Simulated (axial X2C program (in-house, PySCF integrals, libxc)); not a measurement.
# Outer orbitals of NaTi⁺ at 3.296 Å, HF

Computed with an in-house relativistic program for diatomic molecules. Spin-free means the one-electron spin-free X2C Hamiltonian; two-component (2c) means X2C with spin–orbit coupling and atomic mean-field two-electron Coulomb and Gaunt terms, so the difference of the two also holds small scalar two-electron terms. Basis: Ti dyall-cv3z [10s10p6d4f2g], Na dyall-cv3z [9s8p5d2f] (cores contracted in-house); Gaussian nuclei, density fitting, unrestricted open shells. Masses: Ti 47.948 u, Na 22.990 u.

The distance is close to the 2c PBE0 minimum; the highest filled and lowest empty levels are listed.

Spin-free orbitals, state M_S = 1, Λ = 0 (beyond evenly filled blocks: π+α, π-α) (Löwdin shares):

```csv
symmetry,occupied,ε (eV),atomic character
π+α,yes,-16.16,100% Ti d
π-α,yes,-16.16,100% Ti d
σα,yes,-11.01,"59% Ti s, 18% Na s, 14% Na p"
σβ,yes,-10.22,"65% Ti s, 18% Na s, 13% Na p"
σα,no,-3.95,"40% Ti p, 36% Na s, 11% Ti s"
σβ,no,-3.90,"43% Na s, 37% Ti p, 10% Na p"
π+α,no,-3.04,"63% Ti p, 34% Na p"
π-α,no,-3.04,"63% Ti p, 34% Na p"
π-β,no,-3.03,"63% Ti p, 34% Na p"
π+β,no,-3.03,"63% Ti p, 34% Na p"
```

Spinors with spin–orbit coupling (state Ω = 1):

```json
{"ω": "-1/2", "occupied": "yes", "ε (eV)": "-16.18", "atomic character": "100% Ti d", "λ mixture": "100% π"}
{"ω": "3/2", "occupied": "yes", "ε (eV)": "-16.16", "atomic character": "100% Ti d", "λ mixture": "100% π"}
{"ω": "1/2", "occupied": "yes", "ε (eV)": "-11.01", "atomic character": "59% Ti s, 18% Na s, 14% Na p", "λ mixture": "100% σ"}
{"ω": "-1/2", "occupied": "yes", "ε (eV)": "-10.22", "atomic character": "65% Ti s, 18% Na s, 13% Na p", "λ mixture": "100% σ"}
{"ω": "1/2", "occupied": "no", "ε (eV)": "-3.95", "atomic character": "40% Ti p, 36% Na s, 11% Ti s", "λ mixture": "100% σ"}
{"ω": "-1/2", "occupied": "no", "ε (eV)": "-3.90", "atomic character": "43% Na s, 37% Ti p, 10% Na p", "λ mixture": "100% σ"}
{"ω": "-1/2", "occupied": "no", "ε (eV)": "-3.04", "atomic character": "64% Ti p, 34% Na p", "λ mixture": "100% π"}
{"ω": "1/2", "occupied": "no", "ε (eV)": "-3.03", "atomic character": "63% Ti p, 34% Na p", "λ mixture": "100% π"}
{"ω": "3/2", "occupied": "no", "ε (eV)": "-3.03", "atomic character": "63% Ti p, 34% Na p", "λ mixture": "100% π"}
{"ω": "-3/2", "occupied": "no", "ε (eV)": "-3.02", "atomic character": "63% Ti p, 35% Na p", "λ mixture": "100% π"}
```

Mulliken charges and populations of the two-component result (they depend on the basis, above all on diffuse functions):

Ti 0.25 e (s 7.64 p 12.09 d 2.02), Na 0.75 e (s 4.18 p 6.06 d 0.01). ⟨Lz⟩ = 0.00 ħ and ⟨Sz⟩ = 1.00 ħ (0.99 and 0.01 on the two atoms), which add up to Ω.

The state is a single determinant with fixed occupations, the lowest that a limited PBE0 search found. PBE0 can misorder states that lie within some tenths of an eV, so this need not be the ground state of the molecule. The nearest other spin-free determinant of the search, M_S = 2, Λ = 2, lies 0.12 eV up at the distance of the search. With several unpaired electrons one determinant need not be a pure state. Open-shell Ω = 0 determinants with evenly filled partner blocks cannot be reached by this program, so the Ω shown need not be the lowest component. This is the Ω = 1 component of a π² triplet; the 0⁺ component is not one determinant and can lie lowest.
